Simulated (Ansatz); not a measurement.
Reaction (redistribution): `N[SiH](O)[SiH2]F` + `CO[SiH](N)Cl` → `N[Si@H](Cl)[Si@@H](N)O` + `CO[SiH2]F`

Program: Ansatz. Geometries: PBE0-D4/def2-TZVP. ΔE: electronic, gas phase. CCSD(T)/CBS is the MP2 limit (def2-TZVPP, def2-QZVPP) plus CCSD(T) − MP2 in def2-TZVPP, frozen cores. DFT in def2-TZVPP. One conformer a species, not always the lowest.

```json
{"species": "`N[SiH](O)[SiH2]F`", "r2SCAN energy (Eh)": "-812.51598"}
{"species": "`CO[SiH](N)Cl`", "r2SCAN energy (Eh)": "-921.46241"}
{"species": "`N[Si@H](Cl)[Si@@H](N)O`", "r2SCAN energy (Eh)": "-1228.24028"}
{"species": "`CO[SiH2]F`", "r2SCAN energy (Eh)": "-505.74345"}
```

Q: Work out ΔE.

A: ΔE = (-1228.24028) + (-505.74345) − (-812.51598) − (-921.46241) = -0.00534 Eh = -14.0 kJ/mol. CCSD(T)/CBS gives -15.9 kJ/mol.

Largest T1 diagnostic among the species: 0.012.

The D4 term adds −3.5 kJ/mol with B3LYP and −2.2 kJ/mol with PBE0; it sums over pairs of atoms, weighted by their polarisabilities, and B3LYP, whose exchange is more repulsive, gets the larger term. In def2-TZVPP, CCSD(T) changes the Hartree–Fock value by −3.7 kJ/mol (the triples alone add −1.0 kJ/mol) and MP2 by −5.4 kJ/mol.

B3LYP here is the variant with VWN-RPA as its local correlation; programs differ in this.
